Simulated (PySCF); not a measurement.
Geometry:
```json
{"atom": "Al1", "x (Å)": "-1.126", "y (Å)": "-0.590", "z (Å)": "-0.890"}
{"atom": "F2", "x (Å)": "-1.916", "y (Å)": "-1.943", "z (Å)": "-0.346"}
{"atom": "F3", "x (Å)": "-1.488", "y (Å)": "0.160", "z (Å)": "-2.324"}
{"atom": "S4", "x (Å)": "1.169", "y (Å)": "-1.052", "z (Å)": "-0.789"}
{"atom": "Al5", "x (Å)": "1.148", "y (Å)": "0.575", "z (Å)": "0.895"}
{"atom": "F6", "x (Å)": "1.951", "y (Å)": "1.927", "z (Å)": "0.365"}
{"atom": "F7", "x (Å)": "1.495", "y (Å)": "-0.189", "z (Å)": "2.326"}
{"atom": "S8", "x (Å)": "-1.143", "y (Å)": "1.048", "z (Å)": "0.782"}
{"atom": "H9", "x (Å)": "1.025", "y (Å)": "-2.094", "z (Å)": "0.066"}
{"atom": "H10", "x (Å)": "-0.990", "y (Å)": "2.083", "z (Å)": "-0.080"}
```

Geometry: PBE0-D3(BJ)/def2-SVP; GIAO shifts from PySCF 2.14, gas phase, non-relativistic, averaged over equivalent atoms.

At PBE/pcSseg-1 (pcSseg-2 on Al) (212 basis functions, 50 s wall time on 1 thread of an Arm Neoverse N1, shared host):
| atoms | δ (ppm) |
| --- | --- |
| Al1/Al5 | 84.5 |
| F2/F3/F6/F7 | -167.8 |
| S4/S8 | -180.5 |
| H9/H10 | 2.02 |

Shifts are taken against calculated references (same method and geometry level): [Al(H2O)6]3+ for $^{27}$Al (σ = 560.82 ppm); $^{19}$F (σ = 144.73 ppm) against CFCl3; CS2 for $^{33}$S (σ = 490.84 ppm); TMS for $^{1}$H (σ = 31.20 ppm).

**Question.** What do these become at B3LYP/pcSseg-1 (pcSseg-2 on Al)?

**Answer.** 
| atoms | δ at B3LYP/pcSseg-1 (pcSseg-2 on Al) | change |
| --- | --- | --- |
| Al1/Al5 | 87.8 | +3.3 |
| F2/F3/F6/F7 | -157.0 | +10.8 |
| S4/S8 | -193.0 | -12.5 |
| H9/H10 | 1.89 | -0.13 |

References, each an isolated molecule treated in the same way: $^{27}$Al (σ = 571.15 ppm) vs [Al(H2O)6]3+; $^{19}$F (σ = 171.94 ppm) vs CFCl3; CS2 for $^{33}$S (σ = 485.41 ppm); TMS for $^{1}$H (σ = 31.38 ppm).

The largest change is at S4/S8 (sulfur bonded to 2 Al, H). Cost: 212 basis functions, 42 s wall time on 1 thread of an Arm Neoverse N1, shared host.

Unscaled 19F shifts against computed CFCl3 carry errors that often reach 10 to 50 ppm.
